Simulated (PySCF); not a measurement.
Species: Cl2GeH4Si.
Atom-mapped SMILES: `[SiH3:1][GeH:2]([Cl:3])[Cl:4]` (hydrogens: H5, H6, H7 on Si1; H8 on Ge2)

Computed with MP2 and CCSD/aug-cc-pVDZ in PySCF, restricted Hartree–Fock reference, 24 core orbitals frozen, non-relativistic, gas phase, PBE0-D3(BJ)/def2-SVP geometry.

E(HF) = -3285.70254 Eh.

Task: How large is the problem?

Result: 153 basis functions and 84 electrons; 24 orbitals frozen, which leaves o = 18 correlated occupied and v = 111 virtual orbitals. That is o·v = 1998 singles and o·v(o·v + 1)/2 = 1997001 distinct closed-shell doubles amplitudes before symmetry; the costliest CCSD step grows as o²v⁴ = 4.9 × 10^10.

Task: What are the MP2 and CCSD correlation energies?

Result: MP2 -0.5174 Eh and CCSD -0.5752 Eh, which gives totals of -3286.21994 and -3286.27772 Eh. That is 0.435 eV for each correlated electron at CCSD (1510 kJ/mol in all, 0.018 % of the total energy); MP2 gives 90.0 % of the CCSD value.

Task: What is the T1 diagnostic?

Result: 0.0100, below the customary warning level of 0.02. It is the norm of the spatial-orbital singles amplitudes over the root of the number of correlated electrons, so the norm is 0.060.

Task: How does correlation change the dipole moment?

Result: HF gives 2.90 D and CCSD (unrelaxed density) 2.61 D, a change of -0.29 D.

Connected triples and the basis-set limit are missing.

The job also held the EOM ionisation roots. On one thread, Arm Neoverse V1 (aarch64), shared host, this took 4.3 min wall and 2.5 GiB of memory at its peak.
